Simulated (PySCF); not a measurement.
**Core-level binding energies of phenyldifluoroborane**

Phenyldifluoroborane, C₆H₅BF₂.
Z-matrix (Å and degrees, PBE0-D3(BJ)/def2-SVP geometry), rows numbered from 1:
```
F 
B   1  1.3217
F   2  1.3217  1  116.70
C   2  1.5454  1  121.71  3  -179.73
C   4  1.4037  2  120.68  1    -1.83
C   5  1.3916  4  120.67  2   179.91
C   6  1.3955  5  119.80  4    -0.15
C   7  1.3955  6  120.24  5     0.08
C   8  1.3915  7  119.81  6     0.06
H   5  1.0931  4  119.36  2    -0.17
H   6  1.0925  5  120.14  4   179.87
H   7  1.0929  6  119.88  5  -179.91
H   8  1.0925  7  120.07  6  -179.94
H   9  1.0931  4  119.34  2     0.16
```

Method: delta-SCF UKS SCAN, pcX-2 on the ionised atom, pcseg-1 elsewhere, spin-free X2C (PySCF). Vertical ΔSCF values, vacuum level as zero.

Q: List the computed XPS lines with their assignment.

A: 
```json
{"atom(s)": "F1/F3", "bonded to": "B", "level": "F 1s", "binding energy (eV)": "693.18", "above the level's lowest (eV)": "0.00", "count": "2"}
{"atom(s)": "C7", "bonded to": "2 C (aromatic in the SMILES) and H", "level": "C 1s", "binding energy (eV)": "290.66", "above the level's lowest (eV)": "+0.35", "count": "1"}
{"atom(s)": "C5/C9", "bonded to": "2 C (aromatic in the SMILES) and H", "level": "C 1s", "binding energy (eV)": "290.60", "above the level's lowest (eV)": "+0.29", "count": "2"}
{"atom(s)": "C6/C8", "bonded to": "2 C (aromatic in the SMILES) and H", "level": "C 1s", "binding energy (eV)": "290.59", "above the level's lowest (eV)": "+0.28", "count": "2"}
{"atom(s)": "C4", "bonded to": "2 C (aromatic in the SMILES) and B", "level": "C 1s", "binding energy (eV)": "290.31", "above the level's lowest (eV)": "0.00", "count": "1"}
{"atom(s)": "B2", "bonded to": "2 F and C", "level": "B 1s", "binding energy (eV)": "198.68", "above the level's lowest (eV)": "0.00", "count": "1"}
```

Lowest listed C 1s: C4, bonded to 2 C (aromatic in the SMILES) and B. Highest, 0.35 eV above it: C7, bonded to 2 C (aromatic in the SMILES) and H. Summing the Pauling electronegativity differences to the bonded atoms, each weighted by its formal bond order, gives -0.51 for the lowest site and -0.35 for the highest; no listed site has a larger sum than the highest. The values 290.59 and 290.60 eV lie too close for their order to be trusted.

Q: Give the binding energy of B 1s of B2 in hartree and in kJ/mol.

A: 198.68 eV = 7.3014 Eh = 19170 kJ/mol.

Q: Which photon energy gives electrons from B 1s of B2 a kinetic energy of 200 eV, and what is their de Broglie wavelength?

A: hν = 198.68 + 200 = 398.68 eV, recoil neglected; λ = 12.264 Å/√(E/eV) = 0.87 Å.

Atoms equivalent by their bonding share one computed value, that of the first of them. Spin contamination (⟨S²⟩ against 0.75 for a pure doublet) is marked for B 1s of B2 (0.88), which makes this value less certain. Geometry: PBE0-D3(BJ)/def2-SVP; no solvent, vibrations or thermal averaging.

The run took 69 s wall on an Arm Neoverse V1 with one thread (shared host).
